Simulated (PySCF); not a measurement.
# Pb⁻ (lead, charge -1): PBE calculation

Configuration: [Xe] 4f14 5d10 6s2 6p3, high-spin 4S determinant. All numbers are calculated (PySCF 2.14, scalar relativity through the core potential, in aug-cc-pVQZ-PP with one added diffuse shell each of s, p, d, f, g type with ECP60MDF (8s8p6d4f3g, 117 functions)).

```
Total energy                : -192.9146 hartree
One-electron energy         : -340.4733 hartree
Hartree (Coulomb) energy    : 163.7350 hartree
Exchange-correlation energy : -16.1762 hartree
⟨S²⟩                        : 3.7514
⟨L²⟩                        : 0.000
Sum of ⟨r⟩                  : 38.00 bohr
Sum of ⟨r²⟩                 : 106.3 bohr²
```

```json
{"shell": "5s α", "electrons": "1", "mean orbital energy (eV)": "-139.04", "rms radius, mean of both spins (bohr)": "0.916"}
{"shell": "5s β", "electrons": "1", "mean orbital energy (eV)": "-138.96", "rms radius, mean of both spins (bohr)": "0.916"}
{"shell": "5p α", "electrons": "3", "mean orbital energy (eV)": "-81.099", "rms radius, mean of both spins (bohr)": "1.05"}
{"shell": "5p β", "electrons": "3", "mean orbital energy (eV)": "-81.041", "rms radius, mean of both spins (bohr)": "1.05"}
{"shell": "5d α", "electrons": "5", "mean orbital energy (eV)": "-15.391", "rms radius, mean of both spins (bohr)": "1.42"}
{"shell": "5d β", "electrons": "5", "mean orbital energy (eV)": "-15.169", "rms radius, mean of both spins (bohr)": "1.42"}
{"shell": "6s α", "electrons": "1", "mean orbital energy (eV)": "-6.859", "rms radius, mean of both spins (bohr)": "2.53"}
{"shell": "6s β", "electrons": "1", "mean orbital energy (eV)": "-5.708", "rms radius, mean of both spins (bohr)": "2.53"}
{"shell": "6p α", "electrons": "3", "mean orbital energy (eV)": "0.891", "rms radius, mean of both spins (bohr)": "4.66"}
```

Energies and moments cover only the electrons outside the core potential. Spin-orbit coupling, which splits the p, d and f shells strongly at this Z, is absent. Spin-orbit coupling is strong in this species (close to jj coupling), so the high-spin LS determinant is a model state, not a physical level. At PBE the highest occupied level has a positive energy, so only the finite basis holds that electron; in a semilocal or global hybrid functional this comes from self-interaction and does not mean that the real anion is unbound.
